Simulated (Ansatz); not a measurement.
Sn₄H₂, relaxed as a singlet with RKS PBE0-D4/def2-SVP in Ansatz, starting from the GFN2-xTB geometry. Force threshold 0.02 eV/Å.

In the def2 sets Sn takes a core potential; there is no spin–orbit coupling. Another isomer (singlet) lies 0.03 eV lower at PBE-D4/def2-TZVP; other spin states weren't run for this one.

Start:

Cartesian coordinates in Å:
```
Sn -0.9299 -0.3332 1.3778
Sn 1.9275 -0.6512 1.2971
Sn -2.2182 -0.3393 -1.2123
Sn 0.5490 -0.9056 -1.2659
H 1.7590 1.1059 1.0957
H -1.0874 1.1234 -1.2925
```

```csv
step,energy (eV),largest force component (eV/Å),SCF passes
1,-23360.5596,0.630,15
2,-23360.6098,0.710,26
3,-23360.7275,0.187,23
4,-23360.7292,0.784,22
5,-23360.7687,0.087,22
6,-23360.7708,0.032,24
7,-23360.7718,0.021,23
8,-23360.7723,0.017,23
9,-23360.7724,0.015,23
```

Force components are those of the run's own axes.

End:

```xyz
6

Sn   -0.9462   -0.2476    1.3035
Sn    1.8969   -0.6236    1.2203
Sn   -2.3912   -0.3766   -1.2057
Sn    0.4404   -0.7570   -1.3564
H     1.8747    1.1561    1.3034
H    -0.8747    0.8486   -1.2652
```

By distances, no bond broke or formed. The bond that changes most is Sn3–H6, from 1.85 to 1.95 Å (atoms count from 1). A close non-bonded pair moves further: Sn4–H6, from 2.61 to 2.08 Å.

The force fell under the threshold at step 8, but the optimiser went on. No frequencies were taken in this run, so the end may be a saddle point.

It took 24 s on 4 threads of Arm Neoverse V1 on a shared host.
